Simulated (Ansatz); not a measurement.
Br2Cl2Si, SMILES `Cl[Si](Cl)(Br)Br`, relaxed with RKS PBE0-D4/def2-TZVP in Ansatz from a PBE-D4/def2-SVP geometry. The force threshold is 0.005 eV/Å; the program also tests the step.

The species carries charge 0 and has multiplicity 1.

Start:

```xyz
5

Cl    0.026    1.217    1.679
Si    0.004    0.029    0.000
Cl    0.308    1.215   -1.653
Br    1.620   -1.478    0.139
Br   -1.959   -0.982   -0.166
```

Task: By how much does the energy fall, and how many steps does the optimiser take? (Best estimate.)

Result: The calculation gave: 3.11 kJ/mol, in 3 steps.

Task: Which bonds change most? (An estimate is asked.)

Result: The calculation gave: Cl1–Si2 from 2.057 to 2.025 Å; Si2–Cl3 from 2.057 to 2.025 Å; Si2–Br5 from 2.214 to 2.190 Å; Si2–Br4 from 2.214 to 2.190 Å.

Task: Give the relaxed structure. (An estimate is asked.)

Result: The calculation gave: 
```xyz
5

Cl    0.025    1.198    1.657
Si    0.005    0.033    0.000
Cl    0.304    1.195   -1.631
Br    1.603   -1.458    0.137
Br   -1.936   -0.968   -0.164
```
